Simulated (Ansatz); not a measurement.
Total energies of GaH8NSi, SMILES `[SiH3][NH2+][GaH3-]`.

Cartesian coordinates in Å:
```
Si -1.556 -0.139 0.224
N 0.103 -0.772 0.150
Ga 1.575 0.754 -0.356
H -2.510 -1.222 0.577
H -1.869 0.396 -1.118
H -1.568 0.909 1.266
H 0.426 -1.157 1.032
H 0.228 -1.493 -0.553
H 1.328 1.721 0.869
H 0.987 1.176 -1.761
H 2.856 -0.173 -0.330
```

The species carries charge 0 and has multiplicity 1. Correlated methods include outer-core shells of Ga, which these sets cover unevenly. Scalar relativity is left out up to krypton. Geometry: relaxed with PBE0-D4/def2-TZVP. Basis def2-TZVPP, the Gaussian-basis code of Ansatz.

RPA on PBE orbitals: Hartree–Fock energy of these orbitals -2271.27456 Eh, correlation -1.05896 Eh (frozen core).

```json
{"functional": "HSE06 (plane-wave form)", "energy without D4 (Eh)": "-2273.48874", "D4 term (kJ/mol)": "-17.5"}
{"functional": "PBE-QIDH", "energy without D4 (Eh)": "-2273.07699", "D4 term (kJ/mol)": "–"}
```

Q: Give the same for LDA (SPW92), PBE, revPBE, BLYP, r2SCAN, B97M-V, PBE0, B3LYP, r2SCANh, r2SCAN0, BHLYP, CAM-B3LYP, LC-ωPBE, ωB97X-V, ωB97M-V, B2PLYP. (Estimate.)

A: Ansatz gave: 
| functional | energy without D4 (Eh) | D4 term (kJ/mol) |
| --- | --- | --- |
| LDA (SPW92) | -2269.23282 | – |
| PBE | -2273.41723 | -22.1 |
| revPBE | -2273.72336 | -63.4 |
| BLYP | -2273.97675 | -48.2 |
| r2SCAN | -2273.87843 | -5.3 |
| B97M-V | -2273.50508 | – |
| PBE0 | -2273.50016 | -18.7 |
| B3LYP | -2274.03448 | -35.8 |
| r2SCANh | -2273.86366 | -5.7 |
| r2SCAN0 | -2273.84285 | -6.3 |
| BHLYP | -2273.88988 | -28.9 |
| CAM-B3LYP | -2274.04994 | -19.1 |
| LC-ωPBE | -2273.58724 | – |
| ωB97X-V | -2273.71269 | – |
| ωB97M-V | -2273.77780 | – |
| B2PLYP | -2273.41181 | – |

B3LYP takes the VWN-RPA correlation (the form of Gaussian; ORCA's B3LYP/G). HSE06 is the plane-wave form, built on full-range PBE exchange. The double hybrids freeze the cores in their second-order part.

LC-ωPBE has ω = 0.4 bohr⁻¹.
